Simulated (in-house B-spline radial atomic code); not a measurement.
Ionising I5+ with different functionals

Computed with an all-electron radial atomic-structure program (B-spline basis): scalar-relativistic (spin-free X2C) Hamiltonian, Fermi nucleus of rms radius 4.75 fm, spin-polarised at highest spin, spherical fractional occupations for the functionals, the average over the highest-spin determinants for Hartree-Fock. The ionisation energy is the difference of two self-consistent energies, [Kr] 4d10 5s2 → [Kr] 4d10 5s1, without Breit or QED terms; ε is the level of the shell that loses the electron (its least bound occupied spin orbital). There is no spin-orbit coupling in this Hamiltonian.

| method | rung | ΔSCF (eV) | -ε(5s) (eV) |
| --- | --- | --- | --- |
| Hartree-Fock | Hartree-Fock | ? | ? |
| HF fractional | Hartree-Fock | 72.26 | 72.49 |
| LDA VWN5 | LDA | 75.50 | 69.54 |
| LDA PW92 | LDA | 75.50 | 69.53 |
| LDA exchange-only | LDA | 73.84 | 68.03 |
| PBE | GGA | 74.94 | 68.97 |
| PBEsol | GGA | 74.89 | 69.04 |
| BLYP | GGA | 75.15 | 69.09 |
| RPBE | GGA | 74.71 | 68.72 |
| PW91 | GGA | 75.08 | 69.11 |
| BP86 | GGA | 75.04 | 69.20 |
| AM05 | GGA | 74.85 | 69.03 |
| OLYP | GGA | 74.59 | 68.59 |
| TPSS | meta-GGA | 74.46 | 68.70 |
| SCAN | meta-GGA | ? | ? |
| r2SCAN | meta-GGA | 74.22 | 69.00 |
| revTPSS | meta-GGA | 74.32 | 68.65 |
| PBE0 | global hybrid | 74.49 | 70.11 |
| B3LYP | global hybrid | 74.99 | 70.18 |
| TPSSh | global hybrid | 74.33 | 69.18 |
| BHandHLYP | global hybrid | 74.34 | 71.34 |
| r2SCAN0 | global hybrid | 74.06 | 70.21 |
| B97-1 | global hybrid | 74.80 | 69.88 |
| HSE06 | range-separated hybrid | 74.54 | 69.78 |
| wB97X | range-separated hybrid | 74.43 | 72.82 |
| CAM-B3LYP | range-separated hybrid | 74.95 | 71.91 |
| LC-wPBE | range-separated hybrid | 74.51 | 73.16 |

(1) What does Hartree-Fock give?

(2) What does SCAN give?

(3) Among the functionals, which spreads more, the ΔSCF values or the orbital energies?

(4) How do they compare with the NIST value?

Answers

(1) ΔSCF 72.26 eV, and -ε(5s) = 72.49 eV.

(2) ΔSCF 74.35 eV, and -ε(5s) = 69.27 eV.

(3) The orbital energies: ΔSCF values span about 1.67 eV and the orbital energies 5.13 eV.

(4) NIST lists 74.4 eV ± 0.4 (semi-empirical, ground level to ground level). Errors run from -2.14 to +1.10 eV; wB97X is closest (+0.03 eV), though others lie within the uncertainty of it, and part of that can be cancellation, since the calculations leave out Breit-QED terms. Hartree-Fock also lacks correlation.
